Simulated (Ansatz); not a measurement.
Diatomic SbH, multiplicity 3 (the spin of the measured ground state). No spin–orbit coupling.

D_e counts from the fitted minimum to each atom's lowest state at the same level, without counterpoise.

Correlated levels freeze the inner cores; with def2 sets outer-core shells near the valence are correlated too.

Programs: Ansatz (a first-principles code). Each number belongs to the level named beside it. In def2 rows elements past Kr take small-core potentials, without spin–orbit coupling.

PBE/def2-TZVPP gives 2.646 eV for the bond energy D_e.

Task: How do the other levels lie against it? Give each less PBE: r2SCAN/def2-TZVPP, B3LYP/def2-TZVPP, wB97M-V/def2-TZVPP, B2PLYP/def2-TZVPP, CCSD(T)/def2-QZVPP.

Result: r2SCAN/def2-TZVPP 0.011; B3LYP/def2-TZVPP 0.101; wB97M-V/def2-TZVPP 0.011; B2PLYP/def2-TZVPP -0.022; CCSD(T)/def2-QZVPP -0.041 eV. 3 of 5 lie above PBE; the widest gap is to B3LYP/def2-TZVPP.
